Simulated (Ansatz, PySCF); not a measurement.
In(OH)(SH)2 (H3InOS2), SMILES [In]([OH])([SH])[SH]. Atoms are numbered in the order given.

```xyz
7

In     0.1957    -0.1416    -0.0231
O      1.8599    -1.2425    -0.2190
H      2.2399    -1.4979     0.6334
S     -0.6998     0.4407     2.1539
H      0.2825    -0.2144     2.8180
S     -0.8400     0.5545    -2.0835
H     -1.8338     1.2089    -1.4362
```

The structure is a stationary point at B3LYP-D3(BJ)/def2-SVP. The structure was generated by enumeration; whether it is a known compound was not checked. The def2 effective core potentials stand for the cores of In; spin–orbit coupling is left out. One conformer was computed; it need not be the lowest.

Two levels are set side by side: PBE-D3(BJ)/def2-SVP (Ansatz, an electronic-structure program) and B3LYP-D3(BJ)/def2-SVP (Ansatz). Each level has its own optimised geometry; the coordinates shown are those of the second. Frequencies come from the Hessian of PySCF at each geometry. Differences are taken from unrounded values.

```
quantity                            B3LYP-D3(BJ)  PBE-D3(BJ)  PBE-D3(BJ) minus B3LYP-D3(BJ)
----------------------------------  ------------  ----------  -----------------------------
mean bond length (Å)                       1.753       1.761                          0.009
bond In1–O2 (Å)                            2.005       2.020                          0.015
bond In1–S4 (Å)                            2.425       2.430                          0.005
bond In1–S6 (Å)                            2.409       2.412                          0.004
bond O2–H3 (Å)                             0.968       0.977                          0.009
bond S4–H5 (Å)                             1.355       1.364                          0.009
bond S6–H7 (Å)                             1.355       1.364                          0.009
highest harmonic wavenumber (cm⁻¹)          3823        3707                           -116
mean harmonic wavenumber (cm⁻¹)              895         872                            -23
zero-point energy (kcal/mol)               19.19       18.70                          -0.49
```

GGA bonds tend to be longer and softer than those of functionals with exact exchange. Differences between two approximate levels are no errors against the true value.
